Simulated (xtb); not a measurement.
C4H9Cl3Sn, SMILES [Cl][Sn]([CH2]CCC)([Cl])[Cl]. All values are semi-empirical tight-binding results from xtb (GFN2-xTB unless named), good for trends rather than for accurate numbers. Coordinates come from a GFN2-xTB optimisation. The isomer is the one that the SMILES or the coordinates give; other isomers of the formula were not compared. One conformer was computed; it need not be the lowest.

For metal compounds this method's bond lengths and energies can be far off.

Computed properties:
```json
{
 "orbital_gap": "2.61 eV",
 "zero_point_energy": "76.6 kcal/mol",
 "G − E(el) at 298.15 K (modified RRHO)": "50.2 kcal/mol"
}
```
